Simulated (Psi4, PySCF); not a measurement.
IK (SMILES [K][I]), singlet, at a GFN2-xTB geometry (such geometries of metal compounds can be far from the true shape) (core potentials on I). Base run: PBE/def2-SVP, TDA run with PySCF.

The PySCF input:
```python
from pyscf import gto, scf, dft, tdscf

mol = gto.Mole()
mol.atom = '''
    K    -0.000000   -0.000000   -2.323818
    I     0.000000    0.000000    0.833067
'''
mol.basis = 'def2-svp'
mol.ecp = {'I': 'def2-svp'}
mol.charge = 0
mol.spin = 0
mol.verbose = 4
mol.build()

mf = dft.RKS(mol)
mf.xc = 'pbe'
mf.kernel()
td = mf.TDA()
td.nstates = 5
td.kernel()
td.analyze(verbose=3)
```

Programs used: Psi4, PySCF; a row that names a program was run with it.

Each row names what was changed in the base input (with any setting that the change needs).

```tsv
change	first excitation (eV)	oscillator strength of the first	second (eV)
base	2.09	0.009	2.09
functional = lc_wpbe	4.11	0.035	4.11
code = psi4	2.10	0.009	2.10
nstates = 2	2.09	0.009	2.09
functional = hf	4.11	0.034	4.11
functional = m062x	[?]	[?]	[?]
response = full linear response	2.09	0.008	2.09
functional = wb97x	[?]	[?]	[?]
functional = b3lyp	[?]	[?]	[?]
conv_tol = 1e-3	2.09	0.008	2.09
functional = camb3lyp	3.11	0.020	3.11
```

Q: Fill in the missing entries.

A: 
- functional = m062x, first excitation (eV): 3.06
- functional = m062x, oscillator strength of the first: 0.013
- functional = m062x, second (eV): 3.06
- functional = wb97x, first excitation (eV): 3.97
- functional = wb97x, oscillator strength of the first: 0.044
- functional = wb97x, second (eV): 3.97
- functional = b3lyp, first excitation (eV): 2.44
- functional = b3lyp, oscillator strength of the first: 0.011
- functional = b3lyp, second (eV): 2.44

An iterative solver can miss low states, so a row lists the states that it found.
